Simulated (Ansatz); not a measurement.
Compare A (`OB[SiH2][AlH2]`) with its isomer B (`[AlH2][BH]O[SiH3]`).

Computed with Ansatz on PBE0-D4/def2-TZVP structures; ΔE is electronic, products minus reactants. CCSD(T)/CBS adds triple-zeta CCSD(T) − MP2 to the extrapolated MP2 energy (def2 sets, frozen cores). DFT in def2-TZVPP. B3LYP here is the variant with VWN-RPA as its local correlation; programs differ in this. One conformer a species, not always the lowest.

A:

```xyz
10

O    -0.234    0.037    2.358
B    -0.899    0.102    1.182
Si   -0.194   -0.918   -0.413
Al    1.226    0.603   -1.713
H    -0.624    0.579    3.050
H    -1.869    0.813    1.091
H    -1.343   -1.326   -1.277
H     0.558   -2.145   -0.021
H     0.574    1.818   -2.504
H     2.807    0.438   -1.753
```

B:

```xyz
10

Al   -2.4168   -0.9491   -0.3084
B    -0.6496    0.2766   -0.2647
O     0.5149   -0.2313    0.2132
Si    2.0246    0.4408    0.3793
H    -2.7819   -1.8466   -1.5762
H    -3.4444   -0.9795    0.9119
H    -0.6247    1.4284   -0.6512
H     2.0105    1.8436   -0.1081
H     2.3905    0.3923    1.8148
H     2.9769   -0.3753   -0.4105
```

Problem. Which is lower in electronic energy at CCSD(T)/CBS, and by how much? (Estimate.)

Solution. Computed: B, by 12.1 kcal/mol.

Problem. Give E(B) − E(A) in kcal/mol with CCSD(T)/def2-TZVPP, CCSD(T)/def2-SVP, PBE0-D4, ωB97M-V, PBE-D4, B3LYP-D4, MP2/def2-TZVPP. (Best estimate.)

Solution. Ansatz gave: CCSD(T)/def2-TZVPP -11.8, CCSD(T)/def2-SVP -9.1, PBE0-D4 -7.1, ωB97M-V -12.7, PBE-D4 -5.1, B3LYP-D4 -12.2, MP2/def2-TZVPP -13.4. None reverses the order clearly.

Problem. Does the order hold for the free energy at 298.15 K (harmonic terms from PBE0-D4)? (An estimate is asked.)

Solution. The calculation gave: Yes: G(B) − G(A) = -13.2 kcal/mol, for one conformer each. Modes under 60 cm⁻¹, often nearly free rotors, make the harmonic entropy too high.

Largest T1 diagnostic: 0.015.

From BLYP to BHLYP (50 % exact exchange), in def2-TZVPP and without D4, E(B) − E(A) moves by −4.0 kcal/mol. At CCSD(T), def2-SVP lies +3.0 kcal/mol from the extrapolated value and def2-TZVPP +0.3 kcal/mol.
